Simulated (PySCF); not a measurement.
Computed shifts of a molecule C6H10, PBE/pcSseg-1 run with PySCF, GIAO, gas phase, equivalent atoms averaged, in ppm (number of nuclei): ¹³C: 150.6 (1), 134.7 (1), 44.0 (1), 40.5 (1), 31.5 (1), 21.9 (1). ¹H: 5.88 (1), 2.81 (1), 2.67 (1), 2.64 (1), 2.41 (1), 2.20 (1), 2.15 (3), 2.12 (1). References: ¹³C against TMS (σ = 182.0 ppm); ¹H against TMS (σ = 31.49 ppm), references at their B3LYP-D3(BJ)/def2-TZVP geometries, non-relativistic. Coordinates come from a r2SCAN-D4/def2-SVP optimisation. One conformer was computed; it need not be the lowest.

Identify the compound among the candidates.
A) C[C@H]1C=CCC1
B) C=C1CCCC1
C) CC1=CCCC1
D) C=C=C(C)CC

C, CC1=CCCC1
